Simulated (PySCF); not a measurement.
## Löwdin shares of the frontier orbitals

Compound: In(H2S)F3.
Cartesian coordinates in Å at the PBE0-D3(BJ)/def2-SVP level; atoms count from 1:
```xyz
7
F3H2InS angstrom
In     0.5108   -0.0235   -0.9435
S     -0.0563   -0.0862    1.7054
H     -0.7816    1.0070    1.3550
H     -1.0454   -0.9501    1.3704
F      2.4196   -0.0469   -1.3052
F     -0.4393    1.6966   -0.9213
F     -0.6079   -1.5970   -1.2609
```

The calculation used TDDFT B3LYP/def2-SVPD, vertical, gas phase, core orbitals frozen in the response, def2 core potentials past Kr in PySCF 2.14.0, density-fitted response routines. Spin–orbit coupling is left out.

Frontier orbitals with the atoms that hold most of them (Löwdin shares over 4%, at most four atoms; ? is withheld):

```json
{"orbital": "LUMO+2", "ε (eV)": "-1.00", "atoms": "S2 50%, H3 18%, In1 14%, H4 10%"}
{"orbital": "LUMO+1", "ε (eV)": "-1.26", "atoms": "S2 61%, H4 21%, H3 12%, In1 4%"}
{"orbital": "LUMO", "ε (eV)": "?", "atoms": "?"}
{"orbital": "HOMO", "ε (eV)": "-9.60", "atoms": "S2 57%, F6 15%, F7 12%, In1 5%"}
{"orbital": "HOMO-1", "ε (eV)": "-10.32", "atoms": "F7 35%, F5 34%, F6 24%, In1 6%"}
{"orbital": "HOMO-2", "ε (eV)": "-10.34", "atoms": "F6 46%, F7 32%, F5 15%, In1 6%"}
{"orbital": "HOMO-3", "ε (eV)": "-10.44", "atoms": "F5 41%, F7 31%, F6 27%"}
```

Problem. Give the leading atoms of the LUMO.

Solution. In1 (bonded to 3 F and S) 43%; F5 (bonded to In) 16%; F7 (bonded to In) 14%; S2 (bonded to In and 2 H) 13%. By element: indium 43%, fluorine 29% or more, sulfur 13%.

Problem. What is the LUMO energy, and the HOMO–LUMO gap?

Solution. ε(LUMO) = -2.91 eV; the gap is 6.69 eV (0.2457 hartree).

Problem. How does S1 compare with the orbital gap of 6.69 eV?

Solution. S1 is at 5.93 eV (f = 0.169), 0.76 eV below the gap, made of HOMO→LUMO (92%). Without the coupling terms of the response equations the lowest excitation would equal the gap.

Problem. One configuration dominates each of S1 and S7. Which, and how do the shares of the two leading atoms of either orbital change from the occupied to the empty one?

Solution. 
- S1 (5.93 eV, f 0.169), HOMO→LUMO (92%): S2 57% → 13%, F6 15% → at most 14%, In1 5% → 43%, F5 at most 6% → 16%
- S7 (6.96 eV, f 0.0001), HOMO→LUMO+1 (96%): S2 57% → 61%, F6 15% → at most 3%, H4 at most 6% → 21%

Orbitals of the list HOMO-3 to LUMO+2 that lie within 0.01 eV of each other are written together with a slash and their weights summed (≥ marks a lower bound); for degenerate orbitals outside that list single weights are arbitrary.

Löwdin shares depend on the basis, the more so with diffuse functions.

Time: 1.7 min of wall time (with the writing of density and orbital grids). Hardware: Arm Neoverse V2, one thread, no GPU (shared host).
